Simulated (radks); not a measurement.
In+, 48 electrons, occupied as [Kr] 4d8 5p4 (not the ground configuration). All-electron calculation, Dirac Kohn-Sham, PBEsol, spin-unpolarised, spherical densities, finite nucleus; open shells are shared between the two j in proportion to 2j + 1; Fermi nuclear charge, rms radius 4.6156 fm. Program: a radial shooting solver on a logarithmic mesh with Libxc functionals.

X-ray form factor f0, the Fourier transform of the density (f0(0) = 48):

sin(theta)/lambda (1/angstrom),f0 (electrons)
0.05,47.051
0.1,44.655
0.15,41.696
0.2,38.793
0.25,36.132
0.3,33.687
0.4,29.292
0.5,25.598
0.6,22.689
0.8,18.735
1,16.004
1.25,13.070
1.5,10.510
2,7.120
